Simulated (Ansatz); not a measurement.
Computed with Ansatz on PBE0-D4/def2-TZVP structures; ΔE is electronic, products minus reactants. CCSD(T)/CBS adds triple-zeta CCSD(T) − MP2 to the extrapolated MP2 energy (def2 sets, frozen cores). This one scheme is used for every species. Functionals use def2-TZVPP. B3LYP here is the variant with VWN-RPA as its local correlation; programs differ in this. For Ge outer-core shells are correlated without core-valence functions, which leaves a few kJ/mol of doubt a bond. Scalar relativity is left out up to krypton. Each species was taken in one conformer, which may not be the lowest.

`[NH2][GeH2][CH2]F` + `N[SiH](F)F` → `[NH2][GeH2][Si](N)(F)F` + `CF`  (formal exchange of groups at a Ge–C bond)

```tsv
level	ΔE (kJ/mol)	difference from CCSD(T)/CBS
PBE-D4	-36.1	-11.3
r2SCAN-D4	-28.7	-3.9
B3LYP-D4	-31.4	-6.6
ωB97M-V	-24.2	0.6
B2PLYP	-23.2	1.6
r2SCAN	-27.6	-2.8
B3LYP	-25.3	-0.5
CCSD(T)/def2-TZVPP	-22.4	2.4
HF/def2-QZVPP	-18.0	6.8
HF/CBS(def2)	-18.0	6.8
CCSD(T)/CBS	-24.8	0
```

Largest T1 diagnostic among the species: 0.012.

The D4 term adds −6.1 kJ/mol with B3LYP and −3.6 kJ/mol with PBE0; it sums over pairs of atoms, weighted by their polarisabilities, and B3LYP, whose exchange is more repulsive, gets the larger term.
